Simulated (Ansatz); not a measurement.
Ansatz (an electronic-structure program) input (B3LYP-D3(BJ)/def2-TZVP):

Ansatz 0.2 input:
```yaml
crystal:
  periodic: [false, false, false]
  atoms:
    - {symbol: Na, position_ang: [-1.36618453, -1.05299184, -1.10328590]}
    - {symbol: O, position_ang: [0.37670186, 0.27288326, 0.30145369]}
    - {symbol: H, position_ang: [1.01046807, 0.79077242, 0.81452040]}
basis:
  gaussian:
    orbitals: def2-TZVP
hamiltonian:
  xc: b3lyp
  dispersion: d3bj
total_charge: -1
magnetization: {spin_polarized: true, initial_magnetization: 1}
relax: {f_tol: 0.002, max_steps: 150}
```

Output:

```
Functional definition: B3LYP
integrals: 0.01 GiB planned
472 factors; their error is unknown
mean field: 0.18 GiB planned
mean field evaluation 1: about -6454.1588 eV, gradient 6.3e1 eV
mean field evaluation 2: about -6419.8705 eV, gradient 1.3e2 eV
mean field evaluation 4: about -6480.2010 eV, gradient 1.2e1 eV
mean field evaluation 8: about -6480.9033 eV, gradient 9.5e-2 eV
mean field evaluation 16: about -6480.9294 eV, gradient 3.2e-5 eV
mean field evaluation 32: about -6480.9294 eV, gradient 3.2e-5 eV
mean field -6480.92944654 eV, -238.1697642284 hartree, gradient 3.9e-5 eV, S^2 0.750350; 2 other end points of the search recorded, 0 dependent functions left out
the calculation of the forces begins
reference -6480.92966091 eV, -238.1697721067 hartree; 11, 10 occupied and 58, 59 virtual orbitals, 472 factors
relax step   1: F+E_penalty+E_count = -6480.96652656 eV  Δ(F+E_penalty+E_count) = +0.000e0 eV  max|allowed force component| = 8.003e-1 eV/Å  Δτ_max = 0.0000 Å  (98 SCF iters, accepted)
these checks for a lower state are left out or cut short: starts, cluster_reference, orbital_swaps, neighbouring_geometries, increment
integrals: 0.01 GiB planned
472 factors; their error is unknown
mean field: 0.18 GiB planned
mean field -6481.29233204 eV, -238.1831000248 hartree, gradient 1.4e-5 eV, S^2 0.750234; 0 other end points of the search recorded, 0 dependent functions left out
the calculation of the forces begins
reference -6481.29253996 eV, -238.1831076657 hartree; 11, 10 occupied and 58, 59 virtual orbitals, 472 factors
relax step   2: F+E_penalty+E_count = -6481.32615242 eV  Δ(F+E_penalty+E_count) = -3.596e-1 eV  max|allowed force component| = 7.754e-1 eV/Å  Δτ_max = 0.1951 Å  (31 SCF iters, accepted)
these checks for a lower state are left out or cut short: starts, cluster_reference, orbital_swaps, neighbouring_geometries, increment
integrals: 0.01 GiB planned
472 factors; their error is unknown
mean field: 0.19 GiB planned
mean field -6481.50691647 eV, -238.1909858569 hartree, gradient 1.2e-5 eV, S^2 0.750164; 0 other end points of the search recorded, 0 dependent functions left out
the calculation of the forces begins
reference -6481.50710811 eV, -238.1909928997 hartree; 11, 10 occupied and 58, 59 virtual orbitals, 472 factors
relax step   3: F+E_penalty+E_count = -6481.54229729 eV  Δ(F+E_penalty+E_count) = -2.161e-1 eV  max|allowed force component| = 3.744e-1 eV/Å  Δτ_max = 0.1950 Å  (30 SCF iters, accepted)
these checks for a lower state are left out or cut short: starts, cluster_reference, orbital_swaps, neighbouring_geometries, increment
integrals: 0.01 GiB planned
472 factors; their error is unknown
mean field: 0.19 GiB planned
mean field -6481.51005369 eV, -238.1911011477 hartree, gradient 2.2e-5 eV, S^2 0.750162; 0 other end points of the search recorded, 0 dependent functions left out
the calculation of the forces begins
reference -6481.51024489 eV, -238.1911081743 hartree; 11, 10 occupied and 58, 59 virtual orbitals, 472 factors
relax step   4: F+E_penalty+E_count = -6481.54548312 eV  Δ(F+E_penalty+E_count) = -3.186e-3 eV  max|allowed force component| = 7.357e-2 eV/Å  Δτ_max = 0.0069 Å  (29 SCF iters, accepted)
these checks for a lower state are left out or cut short: starts, cluster_reference, orbital_swaps, neighbouring_geometries, increment
integrals: 0.01 GiB planned
472 factors; their error is unknown
mean field: 0.19 GiB planned
mean field evaluation 64: about -6481.5102 eV, gradient 9.3e-6 eV
mean field -6481.51016192 eV, -238.1911051251 hartree, gradient 9.3e-6 eV, S^2 0.750162; 0 other end points of the search recorded, 0 dependent functions left out
the calculation of the forces begins
reference -6481.51035312 eV, -238.1911121518 hartree; 11, 10 occupied and 58, 59 virtual orbitals, 472 factors
relax step   5: F+E_penalty+E_count = -6481.54559661 eV  Δ(F+E_penalty+E_count) = -1.135e-4 eV  max|allowed force component| = 3.910e-3 eV/Å  Δτ_max = 0.0012 Å  (24 SCF iters, accepted)
these checks for a lower state are left out or cut short: starts, cluster_reference, orbital_swaps, neighbouring_geometries, increment
integrals: 0.01 GiB planned
472 factors; their error is unknown
mean field: 0.19 GiB planned
mean field -6481.51016076 eV, -238.1911050827 hartree, gradient 1.6e-5 eV, S^2 0.750162; 0 other end points of the search recorded, 0 dependent functions left out
the calculation of the forces begins
reference -6481.51035194 eV, -238.1911121082 hartree; 11, 10 occupied and 58, 59 virtual orbitals, 472 factors
relax step   6: F+E_penalty+E_count = -6481.54559706 eV  Δ(F+E_penalty+E_count) = -4.514e-7 eV  max|allowed force component| = 4.471e-4 eV/Å  Δτ_max = 0.0002 Å  (19 SCF iters, accepted)
integrals: 0.01 GiB planned
472 factors; their error is unknown
mean field: 0.19 GiB planned
mean field evaluation 96: about -6478.3816 eV, gradient 2.9e0 eV
mean field -6481.51016076 eV, -238.1911050827 hartree, gradient 1.6e-5 eV, S^2 0.750162; 3 other end points of the search recorded, 0 dependent functions left out
the calculation of the forces begins
reference -6481.51035194 eV, -238.1911121082 hartree; 11, 10 occupied and 58, 59 virtual orbitals, 472 factors
Total energy: -6481.54578823 eV, -238.1924143680 hartree
Atom 0 at    -1.102544    -0.849937    -0.890638 Å, force    -0.000447    -0.000350    -0.000361 eV/Å
Atom 1 at     0.248289     0.172897     0.197810 Å, force     0.000289     0.000245     0.000234 eV/Å
Atom 2 at     0.875240     0.687704     0.705516 Å, force     0.000158     0.000105     0.000127 eV/Å
Dipole moment:     0.595444     0.465479     0.480709 e Å
```
